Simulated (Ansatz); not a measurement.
Computed with Ansatz on PBE0-D4/def2-TZVP structures; ΔE is electronic, products minus reactants. CBS: MP2 limit from def2 TZ/QZ plus the TZ coupled-cluster correction, frozen cores. DFT in def2-TZVPP. B3LYP here is the variant with VWN-RPA as its local correlation; programs differ in this. One conformer a species, not always the lowest.

Reaction (isomerisation): `C[C]1([SiH3])[AlH][S]1` → `C=C[SiH2][S][AlH2]`

CCSD(T)/CBS gives -26.6 kcal/mol.

(1) Another level gave -26.3 kcal/mol. Which?
A. SCS-MP2/def2-TZVPP
B. PBE-D4/def2-TZVPP
C. B3LYP/def2-TZVPP
D. PBE0-D4/def2-TZVPP

Largest T1 diagnostic among the species: 0.013.

## Answers

(1) A. SCS-MP2/def2-TZVPP -26.3, B3LYP -28.6, PBE0-D4 -23.9, PBE-D4 -22.9 kcal/mol.

In def2-TZVPP, CCSD(T) changes the Hartree–Fock value by +9.5 kcal/mol (the triples alone add +1.3 kcal/mol) and MP2 by +12.1 kcal/mol. From PBE to PBE0 (25 % exact exchange), in def2-TZVPP and without D4, ΔE moves by −0.9 kcal/mol.
